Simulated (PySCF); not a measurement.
# Correlation energy of Zn²⁺ (zinc, charge +2)

[Ar] 3d9 4s1, 4s spin antiparallel (an excited configuration). Calculation: PySCF 2.14, in x2c-TZVPPall with one added diffuse shell each of s, p, d, f type (7s6p5d3f1g, 80 functions); scalar relativity by spin-free X2C-1e. Frozen: [Ne]; 18 electrons correlated.

MP2 pair energies summed by pair of shells (mhartree):

```json
{"pair": "3d-3d", "energy": "-314.60", "share (%)": "47.5"}
{"pair": "3p-3d", "energy": "-198.99", "share (%)": "30.0"}
{"pair": "3p-3p", "energy": "-47.00", "share (%)": "7.1"}
{"pair": "3s-3d", "energy": "-42.72", "share (%)": "6.4"}
{"pair": "3d-4s", "energy": "-27.85", "share (%)": "4.2"}
{"pair": "3s-3p", "energy": "-22.43", "share (%)": "3.4"}
{"pair": "3p-4s", "energy": "-4.83", "share (%)": "0.7"}
{"pair": "3s-3s", "energy": "-3.60", "share (%)": "0.5"}
{"pair": "3s-4s", "energy": "-0.49", "share (%)": "0.1"}
```

Total MP2 correlation energy: -662.52 mhartree.

Same-spin part -219.50 and opposite-spin part -443.02 mhartree; SCS-MP2 scales them by 1/3 and 6/5 to -604.80 mhartree.

This basis was not built for core-valence correlation, so the inner-shell part is incomplete.
